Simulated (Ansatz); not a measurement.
A nudged elastic band was laid between two geometries of Cl3GeH + H4OSi (11 atoms, charge 0, multiplicity 1).

These are results of RHF/def2-SVP (Ansatz), not measurements.

```
movable images  : 9
climbing image  : yes
spring          : 5.0 eV/Å²
optimiser       : quadratic models (default)
start path      : through a guess of the saddle point
force threshold : 0.05 eV/Å
iteration limit : 60
end points      : relaxed
```

First end point:

```xyz
11
Properties=species:S:1:pos:R:3
Ge 0.613 0.194 -0.229
H 0.531 0.028 1.265
Cl 2.640 0.668 -0.759
Cl -0.610 1.794 -0.945
Cl 0.102 -1.599 -1.279
O -2.245 -0.586 1.122
Si -3.611 -0.966 0.250
H -3.864 -2.424 0.285
H -4.791 -0.278 0.824
H -3.379 -0.517 -1.131
H -2.238 -0.747 2.053
```

Last end point:

```xyz
11
Properties=species:S:1:pos:R:3
Ge -0.252 -0.251 -0.854
H -0.449 1.245 3.135
Cl 1.413 -1.024 0.212
Cl -0.117 1.868 -0.958
Cl -0.262 -1.048 -2.830
O -1.695 -0.698 -0.054
Si -3.270 -1.219 -0.054
H -3.307 -2.677 -0.287
H -3.856 -0.901 1.261
H -4.021 -0.529 -1.124
H -1.036 0.802 3.008
```

Which bonds break or form, and what moves?

Bonds broken: Ge1–H2, O6–H11. Bonds formed: Ge1–O6, H2–H11. Cl3GeH + H4OSi becomes Cl3GeH3OSi + H2.

Give the energies along the band, and the barrier.

The forces met the threshold. The highest image is number 4 of 0 to 10, 248.7 kJ/mol above the first end and 255.0 kJ/mol above the last; the last end lies 6.3 kJ/mol below the first. A structure lower than the last end lies on the path between it and the top, so the climb from that side starts below the end, which may itself be a saddle point or a shallow side well. Neighbouring images differ by up to 2.3 eV, so the band resolves the path poorly. A vibrational analysis at the climbing image gives one clearly imaginary mode, 1962i cm⁻¹: a first-order saddle point. The orbitals stay closed-shell, which can raise the energy where a bond breaks towards radicals; this wasn't checked here.

| image | path coordinate (Å) | energy (kJ/mol) | Ge1–H2 (Å) | O6–H11 (Å) | Ge1–O6 (Å) |
| --- | --- | --- | --- | --- | --- |
| 0 | 0.00 | 0.0 | 1.51 | 0.94 | 3.26 |
| 1 | 1.49 | 0.6 | 1.51 | 0.94 | 3.24 |
| 2 | 2.99 | 4.9 | 1.50 | 0.94 | 3.43 |
| 3 | 4.48 | 48.8 | 1.50 | 0.94 | 2.72 |
| 4 | 5.98 | 248.7 | 1.80 | 1.19 | 1.88 |
| 5 | 7.11 | 24.0 | 2.75 | 2.09 | 1.72 |
| 6 | 8.25 | -5.0 | 3.64 | 2.90 | 1.71 |
| 7 | 9.38 | -6.1 | 4.36 | 3.32 | 1.71 |
| 8 | 10.52 | -6.8 | 4.19 | 4.02 | 1.71 |
| 9 | 11.64 | -6.8 | 4.68 | 3.42 | 1.71 |
| 10 | 12.77 | -6.3 | 4.27 | 3.47 | 1.71 |

What is the geometry of the highest image?


```xyz
11
Properties=species:S:1:pos:R:3
Ge -0.167 0.108 -0.178
H -0.383 0.804 1.470
Cl 1.573 -0.935 0.518
Cl 0.115 2.086 -0.956
Cl -0.559 -0.985 -2.032
O -1.846 -0.346 0.545
Si -3.283 -1.206 0.227
H -2.956 -2.628 0.045
H -4.124 -1.006 1.421
H -3.923 -0.638 -0.969
H -1.300 0.313 1.365
```

Run time: 14 min on 4 threads of Arm Neoverse V1, on a shared host, peak memory 0.47 GiB.
